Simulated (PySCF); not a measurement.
Harmonic spectrum computed at B3LYP in the def2-SVPD basis family (core potentials from Rb on, PySCF, no spin–orbit coupling):

| ω (cm⁻¹) | IR (km/mol) |
| --- | --- |
| 35 | 9.5 |
| 239 | 5.3 |
| 857 | 285 |
| 860 | 0.0 |

Which molecule gave it? In each, all ligands are bound to the one heavy central atom.
A. AgO₂⁻ (triplet)
B. OsO₂⁻ (doublet)
C. RhO₂⁻ (singlet)
D. PtO₂⁻ (doublet)
E. IrO₂⁻ (singlet)

D. It has D∞h symmetry with Pt–O 1.779 Å (×2).
